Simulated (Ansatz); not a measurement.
System: GaH₂Cl, charge 0, singlet. GaH2Cl (SMILES [Cl][GaH2]).
B3LYP-D3(BJ)/def2-TZVP minimum from Ansatz (a first-principles code):
```xyz
4

Ga    -0.0129    -0.2311    -0.6714
H     -1.4237    -0.2679    -1.3286
H      1.3740    -0.6232    -1.2601
Cl     0.0264     0.4738     1.3765
```
Charge 0, spin multiplicity 1.

Quantity: atomisation energy (electronic, to ground-state atoms), in kcal/mol. Radicals and triplets start from unrestricted determinants; spin-orbit coupling is neglected. Cores are frozen in correlated methods (noble-gas shells, and filled d and f shells in the p block). No relativity. CBS(X,Y): correlation extrapolated as X^-3, Hartree-Fock from the larger set. A bracket is a step between two methods taken in the basis named. Double hybrids freeze cores in their MP2 part. Where a partner has so few electrons that a lower coupled-cluster level is exact, that level stands in.

CCSD(T)/CBS(def2-TZVPP,def2-QZVPP) + [CCSDT(Q) - CCSD(T)]/def2-TZVPP + [CCSDTQ - CCSDT(Q)]/def2-SVP (Ansatz) gives 224.6 kcal/mol.

Problem. What does PBE/def2-TZVPD (Ansatz) give here, and how do the other levels compare?

Solution. PBE gives 217.9 kcal/mol, 6.7 kcal/mol below it. Differences of the others: r2SCAN/def2-TZVPD (Ansatz) 0.3; B2PLYP/def2-TZVPD (Ansatz) -7.7; CCSD(T)/CBS(def2-TZVPP,def2-QZVPP) (Ansatz) -0.1 kcal/mol.
